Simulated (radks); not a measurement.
Values are calculated unless marked as measured or tabulated.
Ionisation of the strontium ion Sr+, [Kr] 5s1, to Sr2+, [Kr], under several functionals. Scalar-relativistic Kohn-Sham, spin-polarised, spherical densities, finite nucleus; open shells are filled with parallel spins first (spin-orbit coupling, left out, can overturn this in heavy ions); a radial shooting solver on a logarithmic mesh with Libxc functionals.

functional         E(Sr+) (hartree)  Exc (hartree)  IE (eV)  -e(HOMO) (eV)  <r> HOMO (bohr)  IE error (eV)
exchange-only B88       -3177.92438     -103.43353   10.825          8.354            3.929         -0.205
BP86                    -3180.01041     -105.54908   11.238          8.859            3.842         +0.208
PBE                     -3179.25185     -104.78180   11.193          8.677            3.874         +0.162
AM05                    -3175.75922     -101.24616   11.104          8.703            3.859         +0.073
r2SCAN                  -3179.78325     -105.22181   10.870          8.762            3.914         -0.160

NIST Atomic Spectra Database: 11.030 eV (measured). Closest: AM05. The Delta-SCF values span 0.41 eV, the total energies 4.25 hartree. The highest occupied level is 5s.
